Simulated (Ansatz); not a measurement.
Relaxation of C$_{2}$H$_{4}$BClO (9 atoms, charge 0, multiplicity 1), to a largest force component of 0.015 eV/Å in at most 40 steps.

These are results of Ansatz 0.2.0, RKS PBE-D4/6-31G, not measurements.

```xyz
9
Properties=species:S:1:pos:R:3
B -0.228 1.775 -0.592
O -0.215 0.692 0.369
C 0.078 -0.623 0.019
C 0.212 -1.534 0.987
Cl 0.485 -1.118 -1.639
H -0.558 2.918 -0.226
H -0.027 1.658 -1.748
H -0.047 -1.258 2.008
H 0.388 -2.557 0.804
```

Q: Where does it end, and by what steps?

A: The run converged. Limits of this set-up: no polarisation functions. After 6 steps the energy has fallen by 0.314 eV; H6 moved furthest, 0.18 Å.

```tsv
step	energy less start (eV)	largest force component (eV/Å)	accepted
0	0.0000	2.109	yes
1	-0.1753	1.240	yes
2	-0.2803	1.059	yes
3	-0.3024	0.520	yes
4	-0.3135	0.060	yes
5	-0.3142	0.037	yes
6	-0.3143	0.005	yes
```

```xyz
9
Properties=species:S:1:pos:R:3
B -0.253 1.791 -0.617
O -0.177 0.700 0.243
C 0.126 -0.626 0.026
C 0.155 -1.520 1.022
Cl 0.491 -1.122 -1.704
H -0.551 2.816 -0.074
H -0.033 1.673 -1.789
H -0.066 -1.193 2.039
H 0.396 -2.565 0.837
```

Run time: 18 s on 1 CPU thread of a shared host.
